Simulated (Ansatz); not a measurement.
`C[CH2][Al]([F])[SiH3]` + `[Cl][Mg][Br]` → `[F][Al]([SiH3])[Cl]` + `C[CH2][Mg][Br]`  (redistribution)

Gas-phase electronic energies from Ansatz, PBE0-D4/def2-TZVP geometries. CCSD(T)/CBS adds triple-zeta CCSD(T) − MP2 to the extrapolated MP2 energy (def2 sets, frozen cores). Functionals use def2-TZVPP. B3LYP here is the variant with VWN-RPA as its local correlation; programs differ in this. For Br, Mg outer-core shells are correlated without core-valence functions, which leaves a few kJ/mol of doubt a bond. Scalar relativity is left out up to krypton. One conformer a species, not always the lowest.

Is it downhill or uphill in electronic energy at CCSD(T)/CBS, and by how much? (An estimate is asked.)

The calculation gave: Uphill: ΔE = +43.4 kJ/mol.

What do these levels give: B3LYP-D4, ωB97X-V, PBE, PBE0, B3LYP, MP2/CBS(def2)? (Best estimate.)

The calculation gave: B3LYP-D4 46.7, ωB97X-V 49.8, PBE 40.9, PBE0 45.9, B3LYP 43.8, MP2/CBS(def2) 42.9 kJ/mol.

Largest T1 diagnostic among the species: 0.012.

In def2-TZVPP, CCSD(T) changes the Hartree–Fock value by −12.8 kJ/mol (the triples alone add −2.0 kJ/mol) and MP2 by −13.3 kJ/mol. From PBE to PBE0 (25 % exact exchange), in def2-TZVPP and without D4, ΔE moves by +5.0 kJ/mol.
